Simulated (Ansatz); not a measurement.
Two members of one family (Series SnHMe2X), computed with Ansatz in the gas phase; def2 core potentials for Sn, no spin–orbit coupling. The two geometries come from different levels. Binding counts from free atoms in the multiplicity of their measured ground term, without zero-point energy. A dash marks a value that wasn't run or was left out as unsound. The structures are stationary points that may keep the symmetry of their start. Remarks come from the PBE and PBE0 runs and from stability tests at other levels; not every state was tested. HOMO above LUMO (over both spins in singlets and doublets, within one spin in higher multiplets; at PBE or PBE0), or a gap under 0.15 eV within one spin, warns that the state may not be the lowest or that an electron is smeared out.

First: SnHMe2F (singlet, charge 0, PBE0-D4/def2-SVP geometry).

Cartesian coordinates in Å:
```
Sn -0.2702 -0.4351 -0.5648
H -1.3603 -0.3903 -1.8920
C -1.2281 -0.2731 1.3403
H -1.7241 0.7038 1.4339
H -0.4783 -0.3727 2.1383
H -1.9787 -1.0684 1.4515
C 1.4215 0.8523 -0.7959
H 1.9337 0.6336 -1.7426
H 2.1213 0.6914 0.0366
H 1.1010 1.9039 -0.7954
F 0.4622 -2.2454 -0.6101
```

```csv
level,HOMO (eV),LUMO (eV),gap (eV),vertical IE (eV),binding per atom (eV)
PBE-D4/def2-TZVP,-7.02,-0.86,6.16,9.96,3.60
r2SCAN-D4/def2-TZVP,-7.30,-0.47,6.83,10.06,3.56
r2SCANh-D4/def2-TZVP,-7.78,-0.17,7.61,–,3.54
PBE0-D4/def2-SVP,-8.22,0.39,8.61,–,3.54
PBE0-D4/def2-TZVPD,-8.32,-0.17,8.15,–,3.55
```

Remarks: gap within one spin near zero at PBE or PBE0 (+1 doublet).

Second: SnHMe2Cl (singlet, charge 0, PBE-D4/def2-SVP geometry).

```tsv
atom	x (Å)	y (Å)	z (Å)
Sn1	0.0698	-0.7428	0.1628
H2	-0.7076	-2.0009	1.0679
C3	0.8688	0.8252	1.4184
H4	0.0498	1.3085	1.9865
H5	1.3699	1.5804	0.7844
H6	1.6030	0.3977	2.1264
C7	-1.1490	0.0045	-1.4594
H8	-1.4333	-0.8298	-2.1276
H9	-0.5707	0.7526	-2.0341
H10	-2.0647	0.4800	-1.0543
Cl11	1.9639	-1.7753	-0.8709
```

**Question.** Estimate the same table for the second.

**Answer.** 
| level | HOMO (eV) | LUMO (eV) | gap (eV) | vertical IE (eV) | binding per atom (eV) |
| --- | --- | --- | --- | --- | --- |
| PBE-D4/def2-TZVP | -6.76 | -1.28 | 5.48 | 9.57 | 3.49 |
| r2SCAN-D4/def2-TZVP | -7.07 | -0.98 | 6.08 | 9.72 | 3.46 |
| r2SCANh-D4/def2-TZVP | -7.53 | -0.66 | 6.87 | – | 3.45 |
| PBE0-D4/def2-SVP | -7.87 | -0.08 | 7.79 | – | 3.46 |
| PBE0-D4/def2-TZVPD | -8.06 | -0.52 | 7.54 | – | 3.46 |

Remarks: gap within one spin near zero at PBE or PBE0 (+1 doublet).
